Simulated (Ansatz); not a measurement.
Frontier orbitals of B2H8SiSn (`B[B]([SiH3])[SnH3]`).

Z-matrix (Å, degrees):
```
Sn
B 1 2.314
B 1 2.829 2 33.7
H 1 1.706 2 116.7 3 3.3
H 1 1.708 2 107.1 3 124.9
H 1 1.708 2 106.6 3 -118.0
Si 2 1.987 1 115.5 3 -176.7
H 3 1.202 1 103.6 2 -118.9
H 3 1.202 1 103.9 2 118.2
H 7 1.492 2 104.5 1 82.6
H 7 1.486 2 113.6 1 -158.9
H 7 1.488 2 112.8 1 -34.7
```

Total charge 0; spin multiplicity 1. Correlated methods include outer-core shells of Sn, which these sets cover unevenly. Sn takes the def2 core potential. Geometry: relaxed with PBE0-D4/def2-TZVP. Basis def2-TZVPP, the Gaussian-basis code of Ansatz.

```tsv
functional	HOMO (eV)	LUMO (eV)	gap (eV)
PBE	-6.41	-3.42	2.99
r2SCAN	-6.62	-3.20	3.42
PBE0	-7.45	-2.53	4.92
B3LYP	-7.25	-2.68	4.57
HSE06 (plane-wave form)	-7.06	-2.91	4.15
ωB97M-V	-9.47	-0.57	8.90
```

From PBE to PBE0 the HOMO moves by −1.04 eV and the LUMO by +0.89 eV, and with ωB97M-V by −3.07 and +2.85 eV, so the gap grows from 2.98 to 8.90 eV with exact exchange.

B3LYP here is the variant with VWN-RPA as its local correlation; programs differ in this.
